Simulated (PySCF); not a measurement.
ClOTi, neutral, multiplicity 2. Atoms are numbered in the order given.

```xyz
3

Ti     0.3494    -0.5856     0.0000
O     -0.6082    -1.8764     0.0000
Cl    -0.1659     1.6408     0.0000
```
Charge 0, spin multiplicity 2.

The structure is a stationary point at PBE0-D3(BJ)/def2-TZVP. The multiplicity is an assumed one; other spin states were not compared.

The numbers are results of PBE0-D3(BJ)/def2-TZVP run with PySCF 2.14.0, not measurements.

Frequencies are harmonic and unscaled.

```csv
mode,ν (cm⁻¹),IR (km/mol),moving atoms (share of kinetic energy)
1,110,37.3,"O 55 %, Ti 25 %, Cl 20 %"
2,405,88.0,"Cl 55 %, Ti 41 %"
3,1063,308.3,"O 75 %, Ti 25 %"
```
